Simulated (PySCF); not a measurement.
Compound: C6H8N (doublet state).
Structure used (GFN2-xTB), in Å, numbered top down from 1:
```
atom  x, y, z in Å
C1    -1.7404   -0.9575    0.8751
C2    -1.3172    0.3258    0.7900
C3    -0.3110    0.8039   -0.0708
C4     0.0243    2.1498   -0.0156
N5     0.3095    3.2684    0.0174
C6     0.4720   -0.0579   -1.0106
C7     1.6558   -0.7125   -0.2860
H8    -2.5135   -1.2382    1.5675
H9    -1.3308   -1.7429    0.2646
H10   -1.7786    1.0656    1.4336
H11   -0.1726   -0.8335   -1.4285
H12    0.8549    0.5532   -1.8313
H13    2.3229    0.0494    0.1106
H14    2.2153   -1.3379   -0.9775
H15    1.3050   -1.3276    0.5396
```

The hyperfine couplings belong to this conformer and change with its torsions.

The species is `[CH2]/C=C(/C#N)CC` [radical].

Level of theory: UKS B3LYP, pcH-1 on C H N, non-relativistic, mean-field spin-orbit, GIAO (PySCF). One conformer (not necessarily the lowest) at the GFN2-xTB geometry, without solvent, vibrations or thermal averaging. The geometry wasn't refined by DFT: couplings that depend on bond lengths, twists or pyramidal angles can differ widely from those at the functional's own minimum. Stability of the SCF solution: not tested. ⟨S²⟩ is 0.779 where a pure state has 0.75.

Question: What is the g tensor, term by term?

Answer: 
```
                    Δg (ppm)     1     2     3
relativistic mass correction  -163  -163  -163
            gauge correction    -4    39    31
   orbital Zeeman/spin–orbit    59   877  1050
                       total  -108   753   917
```

So g = 2.00221, 2.00307, 2.00324 and g_iso = 2.00284; the tensor is rhombic: the two nearest values differ by 16 % of g3 − g1. Axes: g2 points within 13° of the C3–C4 bond and g3 points within 11° of the C1–H8 bond.

Question: How much does each term add to the isotropic shift?

Answer: The orbital-Zeeman/spin–orbit term 662, the mass correction -163 and the gauge correction 22 ppm, for a total of 521 ppm. The orbital-Zeeman/spin–orbit term is the largest in size. The mass correction is the same along every axis, so the anisotropy comes from the other two: their spans along these axes are 43 (gauge) and 990 ppm (orbital Zeeman/spin–orbit).

Question: At 94.426 GHz, how far is the centre of the isotropic spectrum from where a free electron (g = 2.002319) resonates?

Answer: B = hν/(g μB) with μB/h = 13.99624 MHz/mT gives 3369.35 mT for the free electron and 3368.48 mT at g_iso, 0.88 mT lower.

Question: What effective moment and Curie constant follow for a powder?

Answer: With the mean of g² = 4.0114 and S(S+1) = 0.75: μ_eff = √(⟨g²⟩S(S+1)) = 1.735 μB and χT = 0.12505·⟨g²⟩·S(S+1) = 0.376 cm³ K/mol (cgs; spin-Hamiltonian part alone).

Question: In a frozen sample, at which fields do the three g values resonate at 9.5, 34, 94 and 263 GHz (hyperfine left aside), and which band first spreads them over more than twice a line width of 0.5 mT?

Answer: 
```tsv
band	GHz	B(g3) mT	B(g2) mT	B(g1) mT	spread mT
X	9.5	338.83	338.86	339.00	0.17
Q	34.0	1212.65	1212.75	1213.27	0.62
W	94.0	3352.62	3352.89	3354.33	1.72
J	263.0	9380.20	9380.97	9385.00	4.80
```

The spread grows in proportion to the frequency. W band is the first where it exceeds 1.0 mT.

Largest spin populations (Mulliken): C3 (+0.61), C1 (+0.54), N5 (+0.27) and C2 (-0.24). Three atoms exceed +0.15. The positive populations add up to 1.48 and the negative ones to -0.48, together 2S = 1. The angles at C3 add up to 359.9°, so it is planar.

The HOMO–LUMO gaps are 5.82 eV among the α and 4.94 eV among the β orbitals.
